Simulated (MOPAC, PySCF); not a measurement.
H$_{2}$B$_{3}$N, SMILES `B(B=N)=B` (B–B–B–N torsion 42°), neutral singlet in the gas phase. 

Cartesian coordinates (Å):
```xyz
6

B      2.1804     0.1164     0.2399
B      0.6694    -0.0053     0.0715
B     -0.9129    -0.1317    -0.1018
N     -2.1467    -0.2305    -0.2362
H      3.3404     0.2094     0.3689
H     -3.1305    -0.3094    -0.3422
```
Charge 0, multiplicity 1.

All levels are single points at this geometry (B3LYP-D3(BJ)/def2-TZVP); Pople sets use spherical d functions. Orbital energies aren't observables, and empty levels follow the basis.

```csv
level,HOMO (eV),LUMO (eV),gap (eV),dipole (D),"vertical IE, Delta-SCF (eV)"
ωB97X-D3(BJ)/def2-TZVP in PySCF,-8.26,-2.07,6.19,0.54,8.25
B3LYP/3-21G in PySCF,-5.47,-4.19,1.28,0.54,–
B3LYP/6-311+G** in PySCF,-5.81,-4.52,1.29,0.28,–
BP86/6-31G* in PySCF,-4.60,-4.91,-0.30,0.40,–
HF/STO-3G in PySCF,-5.22,3.92,9.13,0.33,–
AM1 in MOPAC,-6.55,0.10,6.65,1.62,–
```
